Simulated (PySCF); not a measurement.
## Broadened absorption spectrum of C7H18Cl2SSi2

C₇H₁₈Cl₂SSi₂.
Atom-mapped SMILES: `[CH3:1][CH2:2][CH2:3][CH2:4][S:5][Si@:6]([CH3:7])([Cl:8])[Si:9]([CH3:10])([CH3:11])[Cl:12]` (hydrogens: H13, H14, H15 on C1; H16, H17 on C2; H18, H19 on C3; H20, H21 on C4; H22, H23, H24 on C7; H25, H26, H27 on C10; H28, H29, H30 on C11)

Geometry (PBE0-D3(BJ)/def2-SVP, Å), atoms numbered from 1 in this order:
```
atom  x, y, z in Å
C1     4.0279    1.2963   -0.0031
C2     3.8485   -0.0144    0.7499
C3     2.4233   -0.5625    0.7253
C4     1.4196    0.3358    1.4250
S5    -0.2887   -0.3222    1.4822
Si6   -0.8627   -0.3801   -0.5864
C7    -0.3784   -1.9199   -1.5265
Cl8    0.0421    1.2494   -1.5518
Si9   -3.1644    0.0274   -0.5766
C10   -4.0746   -1.0342    0.6658
C11   -3.4725    1.8511   -0.3211
Cl12  -3.8154   -0.5132   -2.4972
H13    5.0866    1.5962   -0.0358
H14    3.4714    2.1233    0.4644
H15    3.6701    1.2104   -1.0417
H16    4.5155   -0.7773    0.3145
H17    4.1769    0.1066    1.7976
H18    2.1140   -0.6960   -0.3256
H19    2.3935   -1.5611    1.1906
H20    1.6889    0.4768    2.4838
H21    1.3699    1.3296    0.9580
H22    0.7109   -2.0084   -1.6474
H23   -0.8501   -1.8927   -2.5211
H24   -0.7457   -2.8075   -0.9882
H25   -5.1536   -0.8139    0.6438
H26   -3.9367   -2.1045    0.4525
H27   -3.6964   -0.8294    1.6803
H28   -4.5464    2.0873   -0.3759
H29   -3.0936    2.1463    0.6706
H30   -2.9380    2.4395   -1.0810
```

Computed, not measured: TDDFT CAM-B3LYP/def2-SVPD, vertical, gas phase, core orbitals frozen in the response (PySCF).

Computed states:

| state | E (eV) | f |
| --- | --- | --- |
| S1 | 5.23 | 0.0002 |
| S2 | 6.15 | 0.058 |
| S3 | 6.27 | 0.014 |
| S4 | 6.56 | 0.068 |
| S5 | 6.85 | 0.018 |
| S6 | 7.01 | 0.040 |
| S7 | 7.06 | 0.0058 |
| S8 | 7.26 | 0.038 |
| S9 | 7.34 | 0.014 |
| S10 | 7.39 | 0.0031 |

Each state is given a Gaussian of 0.5 eV full width at half maximum, with ε(max) = 2.175×10⁸ f / Δν̃ (Δν̃ the width in cm⁻¹). The width is an assumption, not a result. The curve ends short of the highest state used, and states not computed would add to its high-energy end.

(1) Give the broadened spectrum and its maxima.

(2) On this curve, what absorbance would a 10⁻³ mol/L sample give at 254 nm over a 1 cm path?

(3) Coming from long wavelengths, where does ε first pass 100 L mol⁻¹ cm⁻¹?

Answers

(1) 
```csv
λ (nm),ε (L mol⁻¹ cm⁻¹)
182.5,4599
184.2,4683
186.0,4829
187.7,4965
189.4,5057
191.1,5091
192.8,5080
194.5,5040
196.2,4977
197.9,4875
199.6,4702
201.4,4412
203.1,4023
204.8,3537
206.5,2987
208.2,2420
209.9,1880
211.6,1401
213.3,1002
215.0,689
216.8,445
218.5,284
220.2,176
221.9,106
223.6,63
225.3,38
227.0,24
228.7,17
230.4,13
232.1,12
233.9,11
235.6,11
237.3,11
239.0,11
240.7,10
242.4,9
244.1,8
245.8,7
247.5,6
249.3,5
251.0,4
252.7,3
254.4,3
256.1,2
257.8,1
259.5,1
261.2,1
262.9,1
264.7,0
266.4,0
268.1,0
269.8,0
271.5,0
273.2,0
274.9,0
276.6,0
```

Maxima: 191 nm (6.48 eV), ε about 5100, made up of S2 (18%) and S4 (67%) (ε in L mol⁻¹ cm⁻¹; maxima over ε = 5, shares over 10%).

(2) 254 nm is 4.881 eV, where ε is about 2.8 L mol⁻¹ cm⁻¹, so A = ε c l ≈ 0.0028 (Beer–Lambert, with the gas-phase spectrum and the assumed width).

(3) At about 222 nm (5.58 eV), 0.35 eV above S1.

One conformer stands for the species.
